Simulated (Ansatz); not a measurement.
Correlation energies of `[Cl][InH2]` by basis set

```xyz
4

Cl   -0.3527    2.0483   -0.1404
In    0.0441   -0.2559    0.0175
H    -0.8089   -0.9767    1.3058
H     1.1175   -0.8157   -1.1829
```

Total charge 0; spin multiplicity 1. Correlated methods include outer-core shells of In, which these sets cover unevenly. In: def2 effective core potential. Geometry: relaxed with PBE0-D4/def2-TZVP. Frozen core, restricted reference, Ansatz 0.2.0.

```tsv
basis	HF (Eh)	MP2 corr.
def2-SVP	-649.75536	-0.22190
def2-TZVPP	-649.92242	-0.47921
def2-QZVPP	-649.93682	-0.68750
```

Problem. Estimate the CCSD correlation energy and the (T) correction in each basis where they were run (hartree).

Solution. 
```
     basis  CCSD corr.       (T)
  def2-SVP    -0.25043  -0.00556
def2-TZVPP    -0.50071  -0.01631
def2-QZVPP    -0.68396  -0.02237
```
